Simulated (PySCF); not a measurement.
Species: C₆H₁₀OSi.
Atom-mapped SMILES: `[CH:1](=[C:2]1[CH2:3][CH2:4]1)[SiH:5]1[CH2:6][O:7][CH2:8]1`

NICS = −σ at a ghost point: NICS(0) at the centroid of the ring atoms, NICS(1) 1 Å to either side along the normal of their mean plane, zz for the tensor component along that normal. Level: GIAO PBE0/pcSseg-1 (PySCF, non-relativistic, gas phase) on the GFN2-xTB geometry, one conformer.

Rings: 1. C2–C3–C4; 2. Si5–C6–O7–C8.

| set | NICS(0) | NICS(1), two faces | NICS(1)zz, two faces |
| --- | --- | --- | --- |
| P | -28.3 | -7.7 / -7.7 | -18.7 / -18.7 |
| Q | 2.7 | 1.8 / 1.2 | 6.7 / 5.6 |

Problem. Which set (ppm) belongs to which ring?

Solution. P = 1, Q = 2.
- 1 (3-membered carbocycle; formal bonds all single): mean NICS(1)zz -18.7 ppm, shielded. C3, C4 have four or more neighbours; no verdict on aromaticity is drawn.
- 2 (4-membered ring with O and Si; formal bonds all single): mean NICS(1)zz 6.2 ppm, deshielded. Si5, C6, C8 have four or more neighbours, so the value isn't read as a sign of a π ring current.

Problem. How do the rings differ in shape?

Solution. 
| ring | bond lengths (Å) | rms pucker (Å) | HOMA | nearest outside atom to a NICS(1) probe (Å) |
| --- | --- | --- | --- | --- |
| 1 | 1.463, 1.519, 1.462 | 0.00 | – | hydrogen 1.46 |
| 2 | 1.924, 1.435, 1.434, 1.924 | 0.02 | – | hydrogen 1.74 |

Hardware: Arm Neoverse N1, one thread, shared host with 64 logical CPUs at a one-minute load of 62. Cost: 59 s of wall time, 0.85 GiB resident at most. This is the whole shielding run at PBE0/pcSseg-1, SCF included.

The values belong to the conformer `[CH:1](=[C:2]1[CH2:3][CH2:4]1)[SiH:5]1[CH2:6][O:7][CH2:8]1`: C2–C1–Si5–C6 -139°.
